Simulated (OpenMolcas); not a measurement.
## Lines of Cl+: computed and rescaled rates

```yaml
Program: OpenMolcas 26.06
Method: "SS-RASPT2, IPEA 0.25 Eh, imaginary shift 0.1 Eh (closed shells correlated: 2s 2p)"
Basis: ANO-RCC [8s7p5d4f2g]
Scalar_Hamiltonian: DKH2, point nucleus
Active_space: 6 electrons in 9 orbitals (RAS2 3s 3p; RAS3 3d, at most 2 electrons)
State_averaging: 2S+1 = 3 even, 3 roots; 2S+1 = 1 even, 6 roots; 2S+1 = 3 odd, 3 roots; 2S+1 = 1 odd, 3 roots
Spin-orbit_coupling: state interaction with AMFI integrals over the reference wave functions, term energies averaged over their components
```

Rates come from the transition moments of the reference wave functions (E1 and E2 in the length form). At fixed line strength A goes as λ^-3 for E1 and M1 and as λ^-5 for E2, so a rate at the computed wavelength can be rescaled to the measured one. Measured vacuum wavelengths follow from level energies in NIST Handbook of Basic Atomic Spectroscopic Data. Branching counts decays inside the model space alone, at computed energies, and the table is only a selection of the E2 and M1 lines, drawn from those between levels with measured partners whose computed energy lies within a factor of 1.5 of the measured one.

| Upper | Lower | Type | λ computed (nm) | λ measured (nm) | A computed (s-1) | A rescaled (s-1) | Branching % |
| --- | --- | --- | --- | --- | --- | --- | --- |
| 3s² 3p⁴ ³P₀ | 3s² 3p⁴ ³P₁ | M1 | 35860 | 33280 | 1.17e-03 | 1.46e-03 | 100.0 |
| 3s² 3p⁴ ³P₁ | 3s² 3p⁴ ³P₂ | M1 | 15930 | 14370 | 5.57e-03 | 7.59e-03 | 100.0 |
| 3s² 3p⁴ ¹D₂ | 3s² 3p⁴ ³P₁ | M1 | 906.3 | 912.6 | 2.51e-02 |  | 21.9 |
| 3s² 3p⁴ ¹D₂ | 3s² 3p⁴ ³P₂ | M1 | 857.6 | 858.1 | 8.88e-02 |  | 77.6 |
| 3s² 3p⁴ ¹S₀ | 3s² 3p⁴ ¹D₂ | E2 | 617.3 | 616.4 | 1.97e+00 | 1.98e+00 | 64.0 |
| 3s² 3p⁴ ¹S₀ | 3s² 3p⁴ ³P₁ | M1 | 367.2 | 367.9 | 1.09e+00 |  | 35.6 |

Spin-changing lines and M1 lines between different terms are not rescaled, since their strength hangs on the term gaps too.

The largest correction is for 3s² 3p⁴ ³P₁ → 3s² 3p⁴ ³P₂ (M1): 5.57e-03 × (15930 / 14370)^3 = 7.59e-03 s-1, a factor of 1.36.

No measured rate stands beside these. Rescaling mends the energy factor alone: line strengths can still be far off where a level mixes with configurations outside the active space, and weak or spin-changing lines hang on small mixing coefficients that depend on the term gaps too, so rescaling need not improve them.

CASPT2 breaks the degeneracy within a term, and the mean is taken; among the terms shown or strongly mixed into the levels shown the widest spread is 30 cm-1 (3s² 3p⁴ ¹D). The run also gave levels led by 3s² 3p³ 3d, which use shells meant for correlation; these and all levels above them are left out. Measured partners are found by configuration, term and J. A level has none where our copy of the source lacks it or the pairing is in doubt (some pairs that miss far off the trend of their configuration count as doubtful). Levels of configurations outside the active space are missing.
